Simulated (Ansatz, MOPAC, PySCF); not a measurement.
Ligands exchanged one at a time, Ga F-SH. Gas-phase values, no solvent. One relaxed conformer stands for each flexible species; it need not be the lowest. Strings in code marks are SMILES.

Quantity: vertical ionisation energy (energy after one electron is removed minus that of the parent at the parent's geometry), in eV.

Level 1: frozen-core CCSD(T)/cc-pVTZ // CAM-B3LYP-D3(BJ)/def2-TZVP (Ansatz, an electronic-structure program)
Level 2: minus the HOMO energy of HF/3-21G // CAM-B3LYP-D3(BJ)/def2-TZVP (PySCF)
Level 3: minus the HOMO energy of HF/STO-3G // CAM-B3LYP-D3(BJ)/def2-TZVP (PySCF)
Level 4: minus the HOMO energy of PM3 // CAM-B3LYP-D3(BJ)/def2-TZVP (MOPAC)

```json
[
 {"species": "`[SH][Ga]([SH])[SH]`", "level 2": "10.78", "level 3": "6.95", "level 4": "9.97"},
 {"species": "`[F][Ga]([F])[F]`", "level 2": "15.89", "level 3": "8.57", "level 4": "15.36"},
 {"species": "`[F][Ga]([F])[SH]` (F–Ga–S–H torsion 0°)", "level 2": "11.62", "level 3": "7.79", "level 4": "11.29"}
]
```

### Question
What does level 1 give for each, and how far do the other levels lie from it on average?

### Answer

- `[SH][Ga]([SH])[SH]`: 9.86
- `[F][Ga]([F])[F]`: 15.13
- `[F][Ga]([F])[SH]` (F–Ga–S–H torsion 0°): 11.03
Mean absolute difference from level 1, which has limits of its own, over these rows (drawn at random from the members that have all these levels): level 2 0.76 eV, level 3 4.24 eV, level 4 0.201 eV.
